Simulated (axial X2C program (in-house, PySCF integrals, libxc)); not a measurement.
# Nd⁺: configurations by level of theory

Calculated with an axial X2C code built on PySCF integrals, basis dyall-v3z (cores contracted in-house), spin-free (one-electron X2C) and two-component (2c, atomic mean-field Coulomb and Gaunt terms). Energies in eV from the lowest row of each column (rows without correlated energies are left out; n/a marks j-coupled starts, which PBE0 does not hold); electrons by l are Mulliken totals of the Hartree–Fock solution, and PBE0 can relax to another configuration under the same block occupation. Coupled cluster uses truncated natural virtuals with an MP2 remainder. Frozen shells in the correlated columns: 4 s, 3 p, 2 d.

The low spin-free determinants:

```json
{"electrons by l": "s11 p24 d20 f4", "M_S, M_L": "5/2, 5", "HF": "0.00", "MP2": "0.00", "PBE0": "0.02"}
{"electrons by l": "s11 p24 d20 f4", "M_S, M_L": "5/2, 6", "HF": "0.06", "MP2": "0.05", "PBE0": "0.25"}
{"electrons by l": "s11 p24 d20 f4", "M_S, M_L": "3/2, 5", "HF": "0.12", "MP2": "0.13", "PBE0": "0.23"}
{"electrons by l": "s11 p24 d20 f4", "M_S, M_L": "3/2, 6", "HF": "0.17", "MP2": "0.18", "PBE0": "0.46"}
{"electrons by l": "s11 p24 d20 f4", "M_S, M_L": "5/2, 3", "HF": "0.41", "MP2": "0.31", "PBE0": "0.00"}
{"electrons by l": "s11 p24 d20 f4", "M_S, M_L": "3/2, 3", "HF": "0.53", "MP2": "0.44", "PBE0": "0.21"}
{"electrons by l": "s10 p24 d21 f4", "M_S, M_L": "5/2, 6", "HF": "0.77", "MP2": "0.81", "PBE0": "0.77"}
{"electrons by l": "s11 p24 d20 f4", "M_S, M_L": "5/2, 4", "HF": "1.44", "MP2": "1.10", "PBE0": "0.59"}
```

And the two-component ones:

```csv
electrons by l,2M_J,HF,MP2,PBE0
s11 p24 d20 f4,5,0.00,0.00,0.00
s11 p24 d20 f4,7,0.01,0.00,0.18
s11 p24 d20 f4,7,0.12,0.13,0.21
s11 p24 d20 f4,9,0.13,0.13,0.39
s11 p24 d20 f4,1,0.50,0.40,0.08
s11 p24 d20 f4,15,0.47,0.47,0.51
s11 p24 d20 f4,3,0.62,0.53,0.29
s11 p24 d20 f4,11,0.79,0.68,0.39
```

Ground level as tabulated from the NIST Atomic Spectra Database (leading term): 2S+1 = 6, L = 6, J = 7/2.

Spin-free rows of one term, and 2c rows of one J level, should be degenerate; broken spherical symmetry, the missing current term of PBE0 and determinants that mix terms or J levels spread them. The search is wide but not exhaustive and can miss a configuration; gaps between s and d configurations can be off by some tenths of an eV with this basis and core.

The run took 2.3 min on 1 thread of Arm Neoverse V2, on a shared host.
